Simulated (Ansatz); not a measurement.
**Reading a saddle point**

A first-order saddle point of CH5ClSn, closed shell, PBE0-D4/def2-TZVP, with one imaginary mode of 459i cm⁻¹:

| atom | x (Å) | y (Å) | z (Å) |
| --- | --- | --- | --- |
| Sn1 | 0.4112 | -0.0698 | 1.1824 |
| Cl2 | -2.3127 | 0.3886 | -1.0270 |
| C3 | 0.6487 | -0.1079 | -0.7922 |
| H4 | -0.8769 | 0.1477 | -0.9858 |
| H5 | 0.2941 | 1.3758 | 2.0642 |
| H6 | -0.1601 | -1.4035 | 2.0633 |
| H7 | 0.8483 | -1.0701 | -1.2532 |
| H8 | 1.1475 | 0.7393 | -1.2517 |

Program: Ansatz 0.2.0. Basis: def2-TZVPP and def2-QZVPP. Cores are frozen in the correlated methods. Filled d shells of the heavier atoms are correlated. Core potentials replace the inner electrons of the atoms past krypton. The def2 sets are not built for correlating such inner shells, so the correlated values are less sure here. Extrapolation: Hartree–Fock as exp(−7.88 √X), correlation as X^−2.97.

Q: Which contacts change along the imaginary mode, and what lies on either side? (Judge from chemistry; the calculation decides.)

A: By the calculation: The step is CH₅ClSn ([CH3][SnH2][Cl]) → CH₄Sn ([CH2][SnH2]) + HCl, with the molecules in contact on both sides. Shortening one way: Cl2–H4; lengthening the same way: Sn1–Cl2, C3–H4.
```csv
pair,one side (Å),saddle (Å),other side (Å)
Cl2–H4,3.68,1.46,1.33
Sn1–Cl2,2.34,3.54,4.16
C3–H4,1.09,1.56,1.95
```

Q: Which side is lower, and how far does the saddle lie above each? (An estimate is asked for; the value comes from the calculation.)

A: The calculation gives: The side with Sn1–Cl2, C3–H4 short is lower by 3.130 eV; the saddle lies 3.338 eV above it and 0.208 eV above the other (CCSD(T) at an estimated basis limit (MP2 extrapolated from triple and quadruple zeta, plus CCSD(T) − MP2 in triple zeta); electronic energies).

The T1 diagnostic stays at or below 0.020. The restricted Hartree–Fock reference is unstable towards an unrestricted one at one or more of these structures.

Labels in which every atom is bracketed show which atoms are joined, not bond orders.

For scale, one of the runs: CCSD(T)/def2-TZVPP, 193 basis functions, launched by `ansatz run in.yaml --threads 4 --pin off --events-out ev --progress --plain --max-ram 9574MiB`. Time: 80 s of wall clock on 4 CPU threads of an Intel Xeon; the host was shared. Peak host memory: 2.4 GiB.
